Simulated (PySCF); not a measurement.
CHOS, SMILES [OH+]=C=S, charge +1.

Geometry optimised at B3LYP-D3(BJ)/def2-TZVP. The isomer is the one that the SMILES or the coordinates give; other isomers of the formula were not compared.

Computed with PBE0/def2-TZVPD (PySCF).

### Question
Estimate the frontier levels, gap, dipole moment and polarisability. (Estimate from the structure and the level; the computed values follow.)

### Answer

| Property | Value |
|---|---|
| highest occupied level | -16.00 eV |
| lowest empty level | -8.87 eV |
| orbital gap | 7.13 eV |
| dipole moment about the centre of nuclear charge | 2.28 D |
| mean static polarisability | 28.9 bohr³ (4.28 Å³) |
| polarisability, principal values | 20.1, 20.7, 45.9 bohr³ |
